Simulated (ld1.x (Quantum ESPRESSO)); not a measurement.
**Which change was made? (Ga, PAW)**

- Element: gallium
- Generator: ld1.x (Quantum ESPRESSO) 7.5
- Type: PAW
- Functional: PBE
- Relativity: scalar-relativistic
- Frozen core: [Ar] 3d10
- Valence charge: 3
- Reference configuration: 4s2 4p0 (charge +1)
- Partial waves: 4s (bound): rcut 1.40, rcutus 1.65 bohr; 4s channel at -0.35 Ry: rcut 1.40, rcutus 1.65 bohr; 4p (bound, empty): rcut 2.15, rcutus 2.40 bohr; 4p channel at 0.3 Ry: rcut 2.15, rcutus 2.40 bohr
- Local potential: all-electron potential smoothed inside 1.30 bohr (lloc = -1)
- Core correction: Bessel-smoothed model core inside 1.30 bohr
- Augmentation charge: PSQ, inside the norm-conserving radii

Cutoffs, loose and tight: the cutoffs (Ry, on a coarse ladder) from which the occupation-weighted sum of valence levels, in a spherical-Bessel basis at the reference potential, stays within 10 and 1 mRy of its value at 400 Ry. They do not see the model core or the augmentation charge, which bear on the density cutoff. Test errors are all-electron minus pseudo excitation energies from the reference, over the configurations 4s2 4p1; 4s1 4p0; 4s2 4p0.5; 4s1 4p2; 4s1 4p1; 4s2 4p1.3; 4s0 4p3; variants that change the core or the reference have their own tests.

The base gives: outcome: generated; cutoff, loose: 12 Ry; cutoff, tight: 30 Ry; bound ghosts: s; largest test error (meV): -118.

Task: After one change the result is: outcome: generated; cutoff, loose: 15 Ry; cutoff, tight: 18 Ry; bound ghosts: s, d; largest test error (meV): -118. Which change was it?
A. local potential all-electron potential smoothed inside 1.16 bohr (lloc = -1)
B. local potential all-electron potential smoothed inside 0.94 bohr (lloc = -1)
C. local potential all-electron potential smoothed inside 1.60 bohr (lloc = -1)

Result: B. The others give: local potential all-electron potential smoothed inside 1.16 bohr (lloc = -1) → outcome: generated; cutoff, loose: 10 Ry; cutoff, tight: 21 Ry; bound ghosts: s, d; largest test error (meV): -118 | local potential all-electron potential smoothed inside 1.60 bohr (lloc = -1) → outcome: generated; cutoff, loose: 12 Ry; cutoff, tight: 18 Ry; bound ghosts: none; largest test error (meV): -118.
